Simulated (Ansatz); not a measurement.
C2H8AlNSi. Charge 0, multiplicity 1. The bonds changed during the relaxation, so this is another structure than the one it started from. The geometry is a stationary point of PBE0-D4/def2-TZVP. It is one conformer, not always the lowest.

```xyz
13

Al   -1.106   -1.502    0.790
C    -1.890   -0.123   -0.460
N    -0.614    0.245    0.035
C     0.356    0.735   -0.644
Si    2.087    0.819    0.067
H    -1.758   -1.494    2.233
H    -0.091   -2.602    0.267
H    -2.058   -0.005   -1.530
H    -2.685    0.286    0.166
H     0.140    1.103   -1.655
H     2.048    0.305    1.457
H     3.012    0.005   -0.764
H     2.558    2.229    0.039
```

What is the dipole moment at ωB97M-V/def2-TZVPP? (An estimate is asked.)

Computed: 2.31 D, with components (0.45, 1.67, -1.53) D in this frame, pointing from negative to positive charge.

And with PBE, r2SCAN, B3LYP? (Best estimate.)

Ansatz gave: PBE 2.16 D, r2SCAN 2.22 D, B3LYP 2.22 D.

Give the Mulliken charges with ωB97M-V, PBE, B3LYP in def2-TZVPP. (Estimate.)

Ansatz gave: 
```
atom  ωB97M-V    PBE  B3LYP
 Al1     0.33   0.29   0.39
  C2    -0.33  -0.24  -0.27
  N3    -0.11  -0.06  -0.11
  C4    -0.10  -0.07  -0.09
 Si5     0.20   0.23   0.30
  H6    -0.13  -0.13  -0.16
  H7    -0.13  -0.14  -0.17
  H8     0.09   0.07   0.08
  H9     0.13   0.12   0.12
 H10     0.09   0.06   0.07
 H11    -0.01  -0.04  -0.05
 H12    -0.01  -0.04  -0.05
 H13    -0.02  -0.05  -0.06
```

B3LYP here is the variant with VWN-RPA as its local correlation; programs differ in this.
